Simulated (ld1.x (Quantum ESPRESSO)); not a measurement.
# Varying the TM potential for Pb

Base potential:

```json
{"Element": "Pb", "Generator": "ld1.x (Quantum ESPRESSO) 7.5", "Type": "norm-conserving Troullier–Martins (Kleinman–Bylander form)", "Functional": "PBEsol", "Relativity": "scalar-relativistic", "Frozen core": "[Xe] 4f14 5d10", "Valence charge": "4", "Reference configuration": "6s2 6p0 (charge +2)", "Partial waves": "6p (bound, empty): rc 1.95 bohr; 6s (bound): rc 1.60 bohr", "Local potential": "the s channel", "Core correction": "a·sin(br)/r model core, default radius (core density twice the valence density)"}
```

Cutoffs, loose and tight: the cutoffs (Ry, on a coarse ladder) from which the occupation-weighted sum of valence levels, in a spherical-Bessel basis at the reference potential, stays within 10 and 1 mRy of its value at 400 Ry. They do not see the model core or the augmentation charge, which bear on the density cutoff. Test errors are all-electron minus pseudo excitation energies from the reference, over the configurations 6s2 6p2; 6s2 6p1; 6s1 6p0; 6s1 6p2; 6s2 6p2.3; 6s1 6p3; 6s2 6p1.5. A dash means not determined; rows that change the core or the reference have their own tests. The largest error is taken over the tests solved by every variant that gives reliable tests at all: 6s1 6p0; 6s1 6p2; 6s2 6p1.5; 6s2 6p2; 6s2 6p2.3.

A true bound ghost makes a file unfit for plane-wave use even where its test errors are small: the radial tests pick states by their node count and pass the ghost by.

| change | outcome | cutoff, loose | cutoff, tight | bound ghosts | largest test error (meV) |
| --- | --- | --- | --- | --- | --- |
| base | generated | 50 Ry | 100 Ry | none | -218 |
| all radii but the core radius scaled by about 0.76 (s 1.22, p 1.48 bohr) | generated, misses its reference levels by 0.27 eV | 200 Ry | over 300 Ry | p, s (extra level of the local part) | -381 |
| all radii but the core radius scaled by about 0.82 (s 1.32, p 1.60 bohr) | generated | 140 Ry | over 300 Ry | p, s (extra level of the local part) | -81 |
| all radii but the core radius scaled by about 1.13 (s 1.80, p 2.20 bohr) | generated | 25 Ry | 50 Ry | none | -216 |
| all radii but the core radius scaled by about 1.16 (s 1.86, p 2.26 bohr) | generated | 25 Ry | 45 Ry | none | -215 |
| all radii but the core radius scaled by about 1.30 (s 2.08, p 2.54 bohr) | generated | 25 Ry | 40 Ry | none | -215 |
| all radii but the core radius scaled by about 1.39 (s 2.22, p 2.70 bohr) | generated | 21 Ry | 40 Ry | none | -216 |

What comes out with this change to the base: all radii but the core radius scaled by about 0.91 (s 1.46, p 1.78 bohr)?

outcome: generated; cutoff, loose: 90 Ry; cutoff, tight: 180 Ry; bound ghosts: p; largest test error (meV): -205.

What comes out with this change to the base: all radii but the core radius scaled by about 1.25 (s 2.00, p 2.44 bohr)?

outcome: generated; cutoff, loose: 25 Ry; cutoff, tight: 35 Ry; bound ghosts: none; largest test error (meV): -214.

Reading the sweep of the scale of all radii but the core radius (base = 1) (base included, trends over the rows without a ghost): The loose cutoff falls from 50 Ry at 1 to 21 Ry at 1.39. A larger radius leaves more room for a smooth pseudo-wave, so fewer plane waves are needed; a smaller one forces it to follow the all-electron wave where it bends sharply. The median size of the test errors (rows with all tests solved) stays near 66.5 meV. Bound ghosts are found at 0.76, 0.82, 0.91.
